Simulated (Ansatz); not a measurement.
A geometry optimisation of H4Si4 with r2SCAN-D4/def2-SVP

The starting geometry of this gas-phase singlet was optimised with GFN2-xTB.

```xyz
8

Si   -4.4142    0.4369    1.9271
Si   -3.4009    1.7829    0.3719
Si   -1.1918    1.1944    0.6792
Si   -2.2216   -0.1543    2.2412
H    -3.6631    2.8134   -0.6666
H    -0.4733    0.5526   -0.4381
H    -0.2479    2.2248    1.1526
H    -1.3248   -1.0290    3.0409
```

Task: Predict what it relaxes into with r2SCAN-D4/def2-SVP.

Result: A new bond forms, giving a structure given below by its coordinates. Contacts that close: Si2–Si4 (2.94 → 2.47 Å).

The energy falls by 0.80 eV over 17 steps:

```csv
step,E − E(last) (eV)
1,0.801
3,0.386
5,0.376
6,0.376
8,0.305
10,0.171
12,0.023
13,0.004
15,0.000
17,0.000
```

Final geometry (Å):

```xyz
8

Si   -4.3953   -0.2352    1.2182
Si   -3.2421    1.5771    0.4258
Si   -0.9708    1.1273    0.4706
Si   -2.2505   -0.0525    1.9983
H    -3.7544    2.9840    0.5188
H    -0.4565    0.3305   -0.6795
H     0.0334    2.1516    0.8988
H    -1.9014   -0.0612    3.4572
```

Frequencies at the end are all real (lowest 134 cm⁻¹). Run with Ansatz 0.2.0, 93 s on 1 thread of Intel(R) Xeon(R) Processor @ 2.50GHz (Skylake/Cascade Lake), on a shared host.
